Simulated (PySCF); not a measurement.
Radial density of Mg (magnesium, neutral)

BLYP, [Ne] 3s1 4s1, high-spin 3S determinant (an excited configuration). Calculation: PySCF 2.14, in aug-cc-pCVQZ-DK (10s9p7d5f3g, 134 functions); the spin-free X2C one-electron Hamiltonian (Gaussian nucleus).

```
r (bohr)  4πr²ρ (e/bohr)  4πr²(ρα − ρβ)
 0.00224         0.07367         0.0002
 0.00377          0.1946         0.0005
 0.00633          0.5046         0.0012
  0.0107           1.261         0.0029
  0.0179           2.951         0.0068
  0.0301           6.168         0.0138
  0.0507           10.63         0.0221
  0.0853           13.35         0.0211
   0.143           10.62         0.0027
   0.241           7.438         0.0120
   0.406           10.36         0.0798
   0.683           9.250         0.0339
    1.15           2.803         0.0557
    1.93          0.6006         0.4102
    3.25          0.2912         0.2896
    5.46          0.1237         0.1237
    9.19          0.1293         0.1293
    15.5        0.007697         0.0077
```

Densities and radii are taken from the X2C orbitals without a picture-change correction, which distorts them close to the nucleus.

The outer electron is Rydberg-like, and this basis confines it to a smaller radius and binds it less than a complete one would.
